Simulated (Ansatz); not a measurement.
Reactions of `CCN(C)[SiH3]`.

Gas-phase electronic energies from Ansatz, PBE0-D4/def2-TZVP geometries. CCSD(T)/CBS adds triple-zeta CCSD(T) − MP2 to the extrapolated MP2 energy (def2 sets, frozen cores). This one scheme is used for every species, atoms too. For atomizations the MP2-based limit and the directly extrapolated one differ by several kJ/mol either way, and by 10 to 25 for some Ge, Se and Sn compounds, so smaller differences from it don't rank the levels. DFT in def2-TZVPP. B3LYP here is the variant with VWN-RPA as its local correlation; programs differ in this. Open shells (•) are unrestricted, without spin–orbit coupling. Spin–orbit coupling would lower the free atoms: a little for C, Si. Elements past krypton have def2 core potentials. Bonds to Ga, In, Mg are less sure, by a few kJ/mol each and by 10 to 20 or more in all where they break to atoms, as the def2 sets lack core-valence functions. Scalar relativity is left out up to krypton. One conformer a species, not always the lowest.

```json
{"reaction": "`CCN(C)[SiH3]` → `CC(C)N[SiH3]`", "CCSD(T)/CBS(def2) (kcal/mol)": "?"}
{"reaction": "`CCN(C)[SiH3]` + `[SiH3]P` → `[SiH3]P[SiH3]` + `CCNC`", "CCSD(T)/CBS(def2) (kcal/mol)": "3.0"}
{"reaction": "`CCN(C)[SiH3]` + `CBNC` → `CBN(C)C` + `CN(C)[SiH3]`", "CCSD(T)/CBS(def2) (kcal/mol)": "?"}
{"reaction": "`CCN(C)[SiH3]` + H–F → `CN([SiH3])CF` + CH₄", "CCSD(T)/CBS(def2) (kcal/mol)": "1.9"}
{"reaction": "`CCN(C)[SiH3]` + `[OH][InH][Cl]` → `CC[O][InH][Cl]` + `CN[SiH3]`", "CCSD(T)/CBS(def2) (kcal/mol)": "5.4"}
{"reaction": "`CCN(C)[SiH3]` + H₂ → `CN(C)[SiH3]` + CH₄", "CCSD(T)/CBS(def2) (kcal/mol)": "?"}
{"reaction": "`CCN(C)[SiH3]` → 3 C• + 11 H• + N• + Si•", "CCSD(T)/CBS(def2) (kcal/mol)": "1387.0"}
{"reaction": "`CCN(C)[SiH3]` + `[NH2][GaH][OH]` → `[NH2][GaH][O][SiH3]` + `CCNC`", "CCSD(T)/CBS(def2) (kcal/mol)": "-15.2"}
{"reaction": "`CCN(C)[SiH3]` + `CNBCl` → `CN[SiH3]` + `CCN(C)BCl`", "CCSD(T)/CBS(def2) (kcal/mol)": "-1.6"}
{"reaction": "`CCN(C)[SiH3]` + `[OH][Mg][SH]` → `[SiH3][O][Mg][SH]` + `CCNC`", "CCSD(T)/CBS(def2) (kcal/mol)": "-19.4"}
```

Problem. Fill in the missing values. (An estimate is asked.)

Solution. Computed: `CCN(C)[SiH3]` → `CC(C)N[SiH3]`: -9.8 kcal/mol; `CCN(C)[SiH3]` + `CBNC` → `CBN(C)C` + `CN(C)[SiH3]`: +7.6 kcal/mol; `CCN(C)[SiH3]` + H₂ → `CN(C)[SiH3]` + CH₄: -14.8 kcal/mol.

Largest T1 diagnostic: 0.015, for `[OH][InH][Cl]`.
